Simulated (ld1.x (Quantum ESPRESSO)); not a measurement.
**u(r) = r·R(r): atom against pseudo-atom (Cd (Z = 48))**

Columns: radius, all-electron u(r) and pseudo u(r) of the 5p shell (level -1.14 eV) of cadmium in the configuration [Kr] 4d10 5s2 5p0; PBEsol, scalar-relativistic, RRKJ scheme, ld1.x (Quantum ESPRESSO) 7.5.

| r (bohr) | all-electron | pseudo |
| --- | --- | --- |
| 0.138 | -0.0044 | -0.0002 |
| 0.275 | -0.1087 | -0.0012 |
| 0.413 | -0.0066 | -0.0042 |
| 0.550 | 0.1154 | -0.0106 |
| 0.688 | 0.1748 | -0.0220 |
| 0.825 | 0.1693 | -0.0396 |
| 0.963 | 0.1213 | -0.0642 |
| 1.100 | 0.0527 | -0.0950 |
| 1.238 | -0.0230 | -0.1317 |
| 1.375 | -0.0967 | -0.1718 |
| 1.513 | -0.1651 | -0.2141 |
| 1.650 | -0.2257 | -0.2559 |
| 1.788 | -0.2789 | -0.2961 |
| 1.925 | -0.3241 | -0.3329 |
| 2.062 | -0.3623 | -0.3661 |
| 2.200 | -0.3943 | -0.3955 |
| 2.338 | -0.4207 | -0.4208 |
| 2.475 | -0.4417 | -0.4417 |
| 2.613 | -0.4584 | -0.4584 |
| 2.750 | -0.4710 | -0.4710 |
| 2.888 | -0.4801 | -0.4801 |
| 3.025 | -0.4862 | -0.4862 |
| 3.162 | -0.4895 | -0.4895 |
| 3.300 | -0.4904 | -0.4904 |
| 3.438 | -0.4893 | -0.4893 |
| 3.575 | -0.4863 | -0.4863 |

Problem. How many radial nodes do the two functions have?

Solution. The all-electron 5p function has n − l − 1 = 3 (the table is too coarse to show those close to the nucleus); the pseudo-wave has 0, since the states of the same l below it are removed with the core.

Problem. At about which radius was the pseudo-wave matched?

Solution. 2.50 bohr. The columns agree to 0.0005 from 2.34 bohr on; several derivatives are matched, so the curves merge somewhat inside the radius.

Problem. Where does each function peak?

Solution. Outermost all-electron maximum near 3.30 bohr, pseudo maximum near 3.30 bohr (to the table’s step).

Problem. Is the pseudo-wave norm-conserving?

Solution. Yes: the RRKJ scheme keeps the norm inside the radius equal to the all-electron one, which fixes the energy derivative of the logarithmic derivative at the level.
